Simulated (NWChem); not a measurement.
H₃O cation; SMILES [OH3+]

Program: NWChem. Geometry: optimised at B3LYP/6-31G* (spherical d). B3LYP is NWChem's, with the RPA form of VWN correlation. Vertical excitations in the gas phase; the lowest state need not have the same character in each row.

Question: Order these by “lowest excitation, singlet (eV)”, lowest first: B3LYP/def2-SVPD, TDA; PBE/def2-SVPD, TDA; PBE0/def2-SVPD, TDA.

Answer: PBE/def2-SVPD, TDA (10.94), B3LYP/def2-SVPD, TDA (11.32), PBE0/def2-SVPD, TDA (11.67)
